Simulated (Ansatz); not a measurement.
Reactions of C3H8OSi, SMILES `C=CO[SiH2]C`.

Gas-phase electronic energies from Ansatz, PBE0-D4/def2-TZVP geometries. CBS: MP2 limit from def2 TZ/QZ plus the TZ coupled-cluster correction, frozen cores. This one scheme is used for every species. Functionals use def2-TZVPP. For Se outer-core shells are correlated without core-valence functions, which leaves a few kJ/mol of doubt a bond. Scalar relativity is left out up to krypton. Each species was taken in one conformer, which may not be the lowest.

| reaction | ωB97X-V (eV) |
| --- | --- |
| `C=CO[SiH2]C` → `C=CCO[SiH3]` | 0.69 |
| `C=CO[SiH2]C` + `OC[SiH2][SeH]` → `C[SiH2][SiH2][SeH]` + `C=COCO` | 1.09 |
| `C=CO[SiH2]C` → `C=COC` + `[SiH2]` | 4.24 |
| `C=CO[SiH2]C` + H–F → `C=CO[SiH2]F` + CH₄ | -1.57 |
| `C=CO[SiH2]C` → `CC(C)O[SiH]` | 0.88 |
| `C=CO[SiH2]C` → `C/C=C(\O)[SiH3]` | 1.36 |

(1) Give the CCSD(T)/CBS values in the same order. (Estimate.)

Largest T1 diagnostic: 0.014, for `[SiH2]`.

Answers

(1) Ansatz gave: 0.68, 1.17, 4.20, -1.53, 0.87, 1.38 eV.
